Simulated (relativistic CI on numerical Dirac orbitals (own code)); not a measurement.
## Radial parameters of Mo⁶⁺

Computed by Dirac-Coulomb-Breit CI, separate exchange-only KLI orbitals for each configuration, QED by a radiative potential, unscaled Slater integrals (own radial code, finite nucleus).

Slater integrals F^k, G^k are unscaled and averaged over j, outside the closed core [Ar] 3d10; ζ comes from projecting the Hamiltonian with its Breit term on Σ l·s of the shell.

- 4s2.4p5.4d: ζ(4p) = 15005, F^2(4p,4d) = 79296, G^1(4p,4d) = 99870, G^3(4p,4d) = 62012, ζ(4d) = 1126.3 cm⁻¹; <r>(4p) = 1.154, <r^2>(4p) = 1.507, <r>(4d) = 1.38, <r^2>(4d) = 2.184 (bohr units).
- 4s.4p6.4d: G^2(4s,4d) = 74397, ζ(4d) = 1139 cm⁻¹; <r>(4s) = 1.064, <r^2>(4s) = 1.275, <r>(4d) = 1.379, <r^2>(4d) = 2.18 (bohr units).
- 4s2.4p5.4f: ζ(4p) = 15342, F^2(4p,4f) = 51639, G^2(4p,4f) = 41658, G^4(4p,4f) = 27939, ζ(4f) = -33.397 cm⁻¹; <r>(4p) = 1.146, <r^2>(4p) = 1.488, <r>(4f) = 2.021, <r^2>(4f) = 4.74 (bohr units).

In this model ζ of a weakly bound d, f or g electron outside closed shells comes out too small, for d by up to a factor of two or three and at times with the wrong sign; that of an outer p electron is too small as well.

Averages of the first 10 configurations, taken without configuration mixing, which lowers the lowest level and can move excited configurations by several eV; other configurations of the list can lie among them:

```tsv
Configuration	Parity	States	Average energy above the lowest level (eV)
4s2.4p6	even	1	0.1
4s2.4p5.4d	odd	60	41.4
4s.4p6.4d	even	20	74.3
4s2.4p5.4f	even	84	79.3
4s2.4p5.5s	odd	12	60.4
4s.4p6.4f	odd	28	112.6
4s2.4p5.5p	even	36	69.3
4s2.4p5.5d	odd	60	82.8
4s2.4p5.6s	odd	12	88.3
4s2.4p5.6p	even	36	92.3
```
